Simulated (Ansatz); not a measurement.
Consider the formal exchange of groups at the Si–O bond: `C#C[SiH](O)F` + fluoromethane → `C#C[SiH](F)CF` + H₂O.

Computed with Ansatz on PBE0-D4/def2-TZVP structures; ΔE is electronic, products minus reactants. CCSD(T)/CBS is the MP2 limit (def2-TZVPP, def2-QZVPP) plus CCSD(T) − MP2 in def2-TZVPP, frozen cores. This one scheme is used for every species. DFT in def2-TZVPP. B3LYP here is the variant with VWN-RPA as its local correlation; programs differ in this. Each species was taken in one conformer, which may not be the lowest.

`C#C[SiH](O)F`:

Cartesian coordinates in Å:
```
C -1.527 -1.432 0.479
C -0.794 -0.519 0.193
Si 0.316 0.842 -0.283
O 1.819 0.294 -0.567
F 0.309 1.881 0.922
H -2.179 -2.236 0.735
H -0.131 1.541 -1.496
H 2.186 -0.372 0.017
```

`CF`:

Cartesian coordinates in Å:
```
C -0.014 -0.042 -0.042
F 0.293 0.906 0.907
H 0.781 -0.067 -0.791
H -0.962 0.220 -0.516
H -0.098 -1.018 0.442
```

`C#C[SiH](F)CF`:

Cartesian coordinates in Å:
```
C -1.497 2.109 -0.376
C -1.052 1.056 0.007
Si -0.368 -0.539 0.538
F -0.139 -0.510 2.119
C 1.318 -0.829 -0.249
F 1.162 -0.958 -1.625
H -1.891 3.041 -0.714
H -1.313 -1.629 0.217
H 1.780 -1.744 0.135
H 2.001 0.003 -0.052
```

H₂O:

Cartesian coordinates in Å:
```
O -0.365 0.087 -0.102
H 0.000 0.051 0.784
H 0.365 -0.137 -0.682
```

CCSD(T)/CBS gives +31.5 kcal/mol.

Another level gave +29.4 kcal/mol. Which?
A. PBE0/def2-TZVPP
B. revPBE/def2-TZVPP
C. B3LYP/def2-TZVPP
D. BHLYP/def2-TZVPP

B. revPBE 29.4, PBE0 30.8, B3LYP 32.7, BHLYP 34.4 kcal/mol.

Largest T1 diagnostic among the species: 0.013.

From PBE to PBE0 (25 % exact exchange), in def2-TZVPP and without D4, ΔE moves by +1.3 kcal/mol. Leaving LDA and LC-ωPBE aside and taking each functional with its dispersion term where it has one, the values, not all of them listed here, spread over 5.1 kcal/mol, from revPBE-D4 to BHLYP-D4.
